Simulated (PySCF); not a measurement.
Steps of a relaxation of [Gd(H2O)2]3+

[Gd(H2O)2]3+ (singlet in the valence; each metal's 4f electrons, 7 of them, lie in its core potential, out of spins and levels; a saddle point, relaxed within its symmetry). PySCF 2.14.0, RKS TPSS, Gd lcecp-1-SVP with ECP53, O def2-SVP, H def2-SVP; non-relativistic Hamiltonian with scalar-relativistic core potentials where named; density fitting; no spin-orbit coupling. Origin of the start: template. Columns: position (Å) and force (eV/Å). Energies are counted from the last step; some of the 6 steps are shown. Forces carry noise of the integration grid, about 0.01 to 0.03 eV/Å.

Run from Python with OMP_NUM_THREADS=2. Where DIIS fails, smearing, a level shift and second-order steps follow.
It took 12 s on 2 threads of AMD EPYC 9R45 96-Core Processor (Zen 5), with other jobs on the host, from the converged density of the start.

```xyz
7
step 0  E = 0.362 eV
Gd    0.0000    0.0000    0.0000     0.00    0.00    0.00
O     0.0000    0.0000    2.4725     0.00    0.00   -2.94
H     0.5445    0.5445    3.0625     0.69    0.69    0.81
H    -0.5445   -0.5445    3.0625    -0.69   -0.69    0.81
O     0.0000    0.0000   -2.4725     0.00    0.00    2.94
H     0.5445   -0.5445   -3.0625     0.69   -0.69   -0.81
H    -0.5445    0.5445   -3.0625    -0.69    0.69   -0.81
```

```xyz
7
step 2  E = 0.034 eV
Gd    0.0000    0.0000    0.0000     0.00    0.00    0.00
O     0.0000    0.0000    2.3316     0.00    0.00    0.22
H     0.5534    0.5534    2.9753    -0.20   -0.20   -0.35
H    -0.5534   -0.5534    2.9753     0.20    0.20   -0.35
O     0.0000    0.0000   -2.3316     0.00    0.00   -0.22
H     0.5534   -0.5534   -2.9753    -0.20    0.20    0.35
H    -0.5534    0.5534   -2.9753     0.20   -0.20    0.35
```

```xyz
7
step 3  E = 0.006 eV
Gd    0.0000    0.0000    0.0000     0.00    0.00    0.00
O     0.0000    0.0000    2.2868     0.00    0.00    0.45
H     0.5513    0.5513    2.9295    -0.12   -0.12   -0.24
H    -0.5513   -0.5513    2.9295     0.12    0.12   -0.24
O     0.0000    0.0000   -2.2868     0.00    0.00   -0.45
H     0.5513   -0.5513   -2.9295    -0.12    0.12    0.24
H    -0.5513    0.5513   -2.9295     0.12   -0.12    0.24
```

Where does the relaxation end?

It converges at step 5 in D2d:
```xyz
7
step 5  E = 0
Gd    0.0000    0.0000    0.0000
O     0.0000    0.0000    2.2868
H     0.5515    0.5515    2.9172
H    -0.5515   -0.5515    2.9172
O     0.0000    0.0000   -2.2868
H     0.5515   -0.5515   -2.9172
H    -0.5515    0.5515   -2.9172
```

How did the contacts change?


```json
{"contact": "Gd1–O2 (H2O)", "start (Å)": "2.473", "end (Å)": "2.287"}
{"contact": "Gd1–O5 (H2O)", "start (Å)": "2.473", "end (Å)": "2.287"}
```


An lcecp potential fixes the number of 4f electrons, so in runs with it no electron can move into or out of that shell.
